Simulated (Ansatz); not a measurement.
```yaml
crystal:
  periodic: [false, false, false]
  atoms:
    - {symbol: C, position_ang: [-1.604975, -2.382798, 0.136510]}
    - {symbol: N, position_ang: [-1.556561, -0.906434, 0.411106]}
    - {symbol: C, position_ang: [-2.158506, -0.468889, 1.479676]}
    - {symbol: Zr, position_ang: [-0.113674, -0.106056, -0.749257]}
    - {symbol: Cl, position_ang: [-1.017698, -0.589748, -2.989867]}
    - {symbol: N, position_ang: [-0.147035, 2.142096, -0.239288]}
    - {symbol: C, position_ang: [-1.592198, 2.468148, -0.691260]}
    - {symbol: C, position_ang: [0.845495, 2.867268, 0.034941]}
    - {symbol: N, position_ang: [1.676295, -0.929202, -0.523323]}
    - {symbol: C, position_ang: [1.979825, -1.829296, 0.411376]}
    - {symbol: C, position_ang: [2.708526, -0.348710, -1.253981]}
    - {symbol: H, position_ang: [-1.268710, -3.204096, 1.023779]}
    - {symbol: H, position_ang: [-0.759647, -2.583974, -0.540371]}
    - {symbol: H, position_ang: [-2.725081, -2.657513, 0.093739]}
    - {symbol: H, position_ang: [-2.277450, 0.562058, 2.105262]}
    - {symbol: H, position_ang: [-3.492400, -0.817181, 1.166525]}
    - {symbol: H, position_ang: [-2.273155, -0.987266, 2.553252]}
    - {symbol: H, position_ang: [-2.234761, 1.563200, -0.456828]}
    - {symbol: H, position_ang: [-1.545030, 3.099196, 0.713556]}
    - {symbol: H, position_ang: [-1.277075, 3.442557, -1.217609]}
    - {symbol: H, position_ang: [0.431590, 3.202732, 1.056298]}
    - {symbol: H, position_ang: [1.058619, 3.289233, -0.337833]}
    - {symbol: H, position_ang: [1.770608, 2.117992, 0.320887]}
    - {symbol: H, position_ang: [3.153480, -1.395090, 1.017415]}
    - {symbol: H, position_ang: [2.460732, -3.028533, 0.044779]}
    - {symbol: H, position_ang: [1.422512, -2.405165, 1.112232]}
    - {symbol: H, position_ang: [3.446591, 0.125504, -0.863611]}
    - {symbol: H, position_ang: [2.146152, 0.330998, -1.817375]}
    - {symbol: H, position_ang: [3.045711, -1.172115, -2.195338]}
basis:
  gaussian: {orbitals: def2-TZVP}
hamiltonian: {xc: {name: PBEsol}, dispersion: d3bj}
```

```sh
$ ansatz run in.yaml --threads 11 --pin off --events-out ev --progress --plain --max-ram 174080MiB --backend cuda --devices 0, --max-vram 75GiB
```

It prints (some lines left out):

```
Functional definition: PBEsol
2914 factors; their error is unknown
mean field evaluation 1: about -24633.4264 eV, gradient 1.5e2 eV
mean field evaluation 2: about -24266.7122 eV, gradient 3.8e2 eV
mean field evaluation 4: about -24630.5636 eV, gradient 1.5e2 eV
mean field evaluation 8: about -24687.9236 eV, gradient 6.0e0 eV
mean field evaluation 16: about -24687.9483 eV, gradient 7.4e-2 eV
mean field -24687.94835367 eV, -907.2653679049 hartree, gradient 3.1e-5 eV, S^2 0.000000; 0 other end points of the search recorded, 0 dependent functions left out
reference -24687.94843552 eV, -907.2653709129 hartree; 52, 52 occupied and 412, 412 virtual orbitals, 2914 factors
Total energy: -24688.38806535 eV, -907.2815270113 hartree
```

Run time 3 s (11 threads of an AMD EPYC 7R13 on a shared host and a whole NVIDIA H100 80 GB); peak host memory 1.1 GiB.
